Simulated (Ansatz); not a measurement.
Relaxation of BClF2H3P (8 atoms, charge 0, multiplicity 1), to a largest force component of 0.03 eV/Å in at most 50 steps.

Method: RKS PBE-D4/def2-SVP in Ansatz 0.2.0.

```xyz
8
Properties=species:S:1:pos:R:3:forces:R:3
B 0.088 -0.579 -0.260 -0.10 0.24 -0.27
Cl -0.014 0.513 2.601 -0.14 -0.88 0.12
F 1.186 0.134 -0.491 -0.03 0.02 0.00
F -1.086 -0.065 -0.630 0.13 -0.01 0.05
P 0.162 -2.329 0.536 0.04 -0.23 0.15
H -0.668 -2.978 -0.438 0.03 -0.02 0.00
H 1.429 -2.715 -0.020 -0.07 -0.01 0.00
H -0.181 -0.818 2.647 0.14 0.89 -0.06
```

Where does it end, and by what steps?

The run converged. After 13 steps the energy has fallen by 0.040 eV; Cl2 moved furthest, 0.30 Å.

```
step  energy less start (eV)  largest force component (eV/Å)  accepted
   0                  0.0000                           0.895       yes
   1                 -0.0039                           1.065       yes
   2                 -0.0074                           0.829       yes
   3                 -0.0235                           0.576       yes
   4                 -0.0237                           0.659       yes
   5                 -0.0295                           0.228       yes
   6                 -0.0338                           0.291       yes
   7                 -0.0350                           0.189       yes
   8                 -0.0371                           0.176       yes
   9                 -0.0389                           0.082       yes
  10                 -0.0389                           0.065       yes
  11                 -0.0394                           0.042       yes
  12                 -0.0396                           0.031       yes
  13                 -0.0398                           0.020       yes
```

```xyz
8
Properties=species:S:1:pos:R:3
B 0.117 -0.565 -0.367
Cl -0.171 0.451 2.846
F 1.213 0.152 -0.586
F -1.049 -0.058 -0.752
P 0.199 -2.266 0.559
H -0.723 -2.971 -0.282
H 1.400 -2.749 -0.056
H -0.071 -0.830 2.587
```

Time of the run: 38 s on 2 threads of Arm Neoverse N1, with other jobs on the host, peak memory 0.14 GiB.
